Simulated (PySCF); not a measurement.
## SiPb at M06-2X

Computed with M06-2X; basis Si cc-pV(D+d)Z, Pb cc-pVDZ-PP with ECP60; scalar-relativistic core potentials; PySCF 2.14.

- state: ³Σ⁻ (triplet), unpaired electrons π ↑↑
- bond length: 2.566 Å
- harmonic wavenumber: 334 cm⁻¹
- force constant: 1.62 mdyn/Å
- rotational constant Be: 0.1038 cm⁻¹
- anharmonicity ωexe: 0.725 cm⁻¹
- vibration–rotation constant αe: 0.000360 cm⁻¹
- well depth De to Si + Pb: 2.26 eV
- dissociation energy D0: 2.23 eV
- bond order (Mayer): 1.95
- dipole moment (positive dipole means Si(−)Pb(+)): 1.23 D

Spin–orbit coupling is left out, which matters for elements this heavy, above all for dissociation energies. The state was picked by a PBE0 search and need not be the measured ground state.
